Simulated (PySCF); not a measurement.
Ge(H)3(vinyl) (C₂H₆Ge), SMILES C=[CH][GeH3]. Geometry optimised at r2SCAN-D4/def2-SVP.

Computed equilibrium geometry at r2SCAN-D4/def2-SVP (PySCF confirms it by a frequency run) as a Z-matrix, and its point group:
point group Cs.
```
C
C 1 1.3397
H 2 1.0970 1 121.98
H 2 1.0971 3 116.15 1 180.00
H 1 1.0989 2 118.64 3 180.00
Ge 1 1.9394 5 117.97 2 180.00
H 6 1.5359 1 108.63 5 180.00
H 6 1.5380 7 109.60 3 -120.88
H 6 1.5380 7 109.60 8 -118.23
```
